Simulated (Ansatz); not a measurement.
System: CdH, net charge 0, doublet state. The spin state was set by rule; other spins were not relaxed. 
Structure (B3LYP-D3(BJ)/def2-TZVP (Ansatz, a program for electronic structure) minimum search):
```
Cd
H 1 1.7985
```
Charge 0, spin multiplicity 2.

Computed values are from Ansatz. Valence correlation only, unless marked. UHF or UKS for open shells. No spin-orbit coupling. Frozen are the shells of the preceding noble gas and the d and f shells that filled before the atom's block. In def2 rows, elements after Kr have scalar-relativistic effective core potentials. CBS marks a two-point X^-3 extrapolation of the correlation energy; Hartree-Fock from the larger set.

The atomisation energy De comes out as 71.0 kJ/mol at CCSD(T)/CBS(def2-TZVPPD,def2-QZVPPD) and the vertical ionisation energy (to the singlet) is 7.64 eV at CCSD(T)/CBS(def2-TZVPPD,def2-QZVPPD). The total energy comes out as -167.9042 Eh at CCSD(T)/CBS(def2-TZVPPD,def2-QZVPPD) and the dipole moment is 0.82 D at CCSD(T)/def2-SVPD. The T1 diagnostic comes out as 0.026 at CCSD/def2-QZVPPD.
